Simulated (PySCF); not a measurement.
Species: C12H11O (charge +1).
SMILES: `C=CC/C=C/C1=CC=C(C#[O+])C=C1`

Torsions of this conformer, `[CH2:1]=[CH:2][CH2:3]/[CH:4]=[CH:5]/[c:6]1[cH:7][cH:8][c:9]([C:10]#[O+:11])[cH:12][cH:13]1`: C1–C2–C3–C4 116°, C2–C3–C4–C5 -10°, C4–C5–C6–C7 177°.

The closed-shell ground state was solved at several levels (PySCF, density fitting, gas phase, non-relativistic). The structure is a single PBE0-D3(BJ)/def2-SVP conformer in the gas phase; no vibrational or solvent corrections.

```json
{"level": "wB97X-D/def2-SVPD", "basis functions": "351", "HOMO (eV)": "-12.27", "LUMO (eV)": "-5.76", "gap (eV)": "6.51"}
{"level": "PBE0/pcSseg-1", "basis functions": "276", "HOMO (eV)": "-10.48", "LUMO (eV)": "-7.32", "gap (eV)": "3.16"}
{"level": "B3LYP/pcSseg-1", "basis functions": "276", "HOMO (eV)": "-10.24", "LUMO (eV)": "-7.44", "gap (eV)": "2.80"}
```

Q: Estimate the row for B3LYP/pcJ-1, a basis of 461 functions; the other rows only guide the guess.

A: HOMO -10.23 eV, LUMO -7.43 eV, gap 2.80 eV.
